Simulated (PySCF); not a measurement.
C3H9B, SMILES BC(C)C.

Coordinates come from a ωB97X-D3(BJ)/def2-SVP optimisation. This is a generated structure with no PubChem entry under its InChIKey; it may be hypothetical.

Two levels are set side by side: PBE/def2-TZVP (PySCF) and CAM-B3LYP/def2-TZVP (PySCF). Same geometry, gas phase. Differences are taken from unrounded values.

```csv
quantity,CAM-B3LYP
orbital gap (eV),9.57
highest occupied level (eV),-9.77
lowest empty level (eV),-0.20
dipole moment (D),0.61
mean polarisability (bohr³),52.3
```

**Question.** What does PBE give, and how far is it from CAM-B3LYP? (The exact figures need the calculation; the answer reports its results.)

**Answer.** 
```tsv
quantity	PBE	PBE minus CAM-B3LYP
orbital gap (eV)	4.73	-4.85
highest occupied level (eV)	-7.01	2.76
lowest empty level (eV)	-2.29	-2.08
dipole moment (D)	0.72	0.11
mean polarisability (bohr³)	54.6	2.3
```

Without exact exchange PBE keeps part of each electron's self-repulsion, which lifts occupied levels and narrows the gap. PBE's more diffuse valence density responds more strongly to a field. Differences between two approximate levels are no errors against the true value.

Rough cost on one machine, each run with all the roots and properties that it gave: CAM-B3LYP against PBE within a factor of 2.
